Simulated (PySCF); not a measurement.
**Broadened absorption spectrum of C3H5FN2Si**

C3H5FN2Si.
SMILES: `F[SiH2]c1c[nH]cn1`

Computed, not measured: TDDFT CAM-B3LYP/def2-SVPD, vertical, gas phase, core orbitals frozen in the response in PySCF 2.14.0, density-fitted response routines. The structure is a single GFN2-xTB conformer in the gas phase; no vibrational or solvent corrections. Torsions of this conformer, `[F:1][SiH2:2][c:3]1[cH:4][nH:5][cH:6][n:7]1`: F1–Si2–C3–C4 0°.

Computed states:

```tsv
state	E (eV)	f
S1	6.41	0.0002
S2	6.60	0.0002
S3	6.68	0.126
S4	6.70	0.0024
S5	6.94	0.135
S6	7.13	0.0067
S7	7.43	0.0076
S8	7.52	0.0012
```

Broadening: Gaussians 0.4 eV wide at half height, area fixed by f = 4.319×10⁻⁹ ∫ε dν̃. The width is an assumption, not a result. The curve ends short of the highest state used, and states not computed would add to its high-energy end.

(1) Give the broadened spectrum and its maxima.

(2) On this curve, what absorbance would a 10⁻⁴ mol/L sample give at 193 nm over a 1 cm path?

(3) Coming from long wavelengths, where does ε first pass 100 L mol⁻¹ cm⁻¹?

(4) Does any computed singlet lie in the visible range?

Results:

(1) 
| E (eV) | ε (L mol⁻¹ cm⁻¹) |
| --- | --- |
| 5.81 | 0 |
| 5.83 | 0 |
| 5.85 | 0 |
| 5.87 | 0 |
| 5.89 | 0 |
| 5.91 | 0 |
| 5.93 | 1 |
| 5.95 | 1 |
| 5.97 | 2 |
| 5.99 | 3 |
| 6.01 | 4 |
| 6.03 | 7 |
| 6.06 | 12 |
| 6.08 | 18 |
| 6.10 | 27 |
| 6.12 | 39 |
| 6.14 | 57 |
| 6.16 | 81 |
| 6.18 | 115 |
| 6.20 | 160 |
| 6.22 | 221 |
| 6.24 | 301 |
| 6.26 | 405 |
| 6.28 | 537 |
| 6.30 | 704 |
| 6.32 | 911 |
| 6.34 | 1163 |
| 6.36 | 1467 |
| 6.38 | 1825 |
| 6.40 | 2243 |
| 6.42 | 2720 |
| 6.44 | 3258 |
| 6.46 | 3853 |
| 6.48 | 4502 |
| 6.50 | 5195 |
| 6.52 | 5925 |
| 6.54 | 6678 |
| 6.56 | 7443 |
| 6.58 | 8206 |
| 6.60 | 8952 |
| 6.62 | 9669 |
| 6.64 | 10344 |
| 6.66 | 10967 |
| 6.68 | 11530 |
| 6.70 | 12026 |
| 6.72 | 12451 |
| 6.74 | 12803 |
| 6.76 | 13080 |
| 6.78 | 13282 |
| 6.80 | 13408 |
| 6.82 | 13458 |
| 6.84 | 13430 |
| 6.86 | 13325 |
| 6.88 | 13140 |
| 6.90 | 12876 |
| 6.92 | 12533 |

Maxima: 182 nm (6.82 eV), ε about 13000, made up of S3 (45%) and S5 (53%) (ε in L mol⁻¹ cm⁻¹; maxima over ε = 5, shares over 10%).

(2) 193 nm is 6.424 eV, where ε is about 2800 L mol⁻¹ cm⁻¹, so A = ε c l ≈ 0.28 (Beer–Lambert, with the gas-phase spectrum and the assumed width).

(3) At about 201 nm (6.17 eV), 0.24 eV below S1.

(4) No computed singlet lies in the visible range (380 to 750 nm); the lowest, at 193 nm, stands 3.15 eV above its violet end (3.26 eV).

Time: 54 s; peak memory 0.81 GiB. Hardware: Arm Neoverse N1, one thread, shared host.
